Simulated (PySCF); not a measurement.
Cartesian coordinates in Å; atom numbers follow the order of the lines, from 1:
```xyz
12

B     2.2399   -0.1255    0.0193
O     0.9787   -0.5454   -0.2091
C    -0.0041    0.3008   -0.7396
O    -0.8509    0.7559    0.2658
C    -1.6864   -0.1807    0.8003
F    -2.6169   -0.5458   -0.1062
F    -2.3049    0.3932    1.8253
H     2.5662    0.9973   -0.3013
H     2.9929   -0.9154    0.5325
H    -0.5653   -0.2723   -1.4948
H     0.4463    1.1977   -1.1896
H    -1.1577   -1.0905    1.1349
```

Geometry: PBE0-D3(BJ)/def2-SVP; GIAO shifts from PySCF, gas phase, non-relativistic, averaged over equivalent atoms.

At HF/pcSseg-1 (144 basis functions, 5.5 s wall time on 1 thread of an Arm Neoverse V1, shared host):
| atoms | δ (ppm) |
| --- | --- |
| B1 | 48.5 |
| O2 | 186.9 |
| O4 | 119.1 |
| C5 | 103.5 |
| C3 | 84.0 |
| F6/F7 | -75.5 |
| H12 | 5.94 |
| H10/H11 | 4.97 |
| H8/H9 | 4.85 |

δ = σ(ref) − σ, references computed at the same level: ¹¹B (σ = 115.29 ppm) vs BF3·OEt2; ¹⁷O (σ = 333.31 ppm) against H2O; ¹³C (σ = 190.85 ppm), ¹H (σ = 31.69 ppm) vs TMS; ¹⁹F (σ = 246.35 ppm) against CFCl3.

Q: What do these become at PBE0/def2-TZVP?

A: 
```json
{"atoms": "B1", "δ at PBE0/def2-TZVP": "48.6", "change": "+0.1"}
{"atoms": "O2", "δ at PBE0/def2-TZVP": "241.9", "change": "+55.0"}
{"atoms": "O4", "δ at PBE0/def2-TZVP": "154.4", "change": "+35.3"}
{"atoms": "C5", "δ at PBE0/def2-TZVP": "119.9", "change": "+16.4"}
{"atoms": "C3", "δ at PBE0/def2-TZVP": "95.2", "change": "+11.2"}
{"atoms": "F6/F7", "δ at PBE0/def2-TZVP": "-105.2", "change": "-29.7"}
{"atoms": "H12", "δ at PBE0/def2-TZVP": "6.44", "change": "+0.50"}
{"atoms": "H10/H11", "δ at PBE0/def2-TZVP": "5.27", "change": "+0.30"}
{"atoms": "H8/H9", "δ at PBE0/def2-TZVP": "5.45", "change": "+0.60"}
```

δ = σ(ref) − σ, references computed at the same level: ¹¹B (102.62 ppm) against BF3·OEt2; ¹⁷O (332.57 ppm) vs H2O; ¹³C (186.65 ppm), ¹H (31.48 ppm) against TMS; ¹⁹F (178.85 ppm) against CFCl3.

The largest change is at O2 (oxygen bonded to C, B). Cost: 247 basis functions, 29 s wall time on 1 thread of an Arm Neoverse V2, shared host.

Unscaled 19F shifts against computed CFCl3 carry errors that often reach 10 to 50 ppm. Experimental scales use liquid or dissolved standards, which lie at an offset from isolated H2O (liquid H2O: subtract about 36 ppm).
